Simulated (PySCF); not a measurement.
**How methods differ on the excitation energy of Al**

Al [Ne] 3s2 3p1 (2P) → Al [Ne] 3s1 3p1 4s1 (4P), as a difference of total energies. Calculation: PySCF 2.14, in aug-cc-pwCVTZ; no relativity, point nucleus. Correlated levels: valence and next inner shell: 1s2 frozen. The calculations carry no spin-orbit coupling.

```csv
method,excitation energy (cm⁻¹)
UHF,51710
MP2 (valence and next inner shell),59568
SCS-MP2 (valence and next inner shell),61310
CCSD (valence and next inner shell),61146
CCSD(T) (valence and next inner shell),61601
```

The upper state lies above the first ionisation limit, but in LS coupling its spin forbids autoionisation to the ground ion. A Rydberg-like electron needs more diffuse functions than a valence basis has.

The promoted electron is Rydberg-like, and one or two diffuse shells describe it only roughly, which tends to raise the upper state.
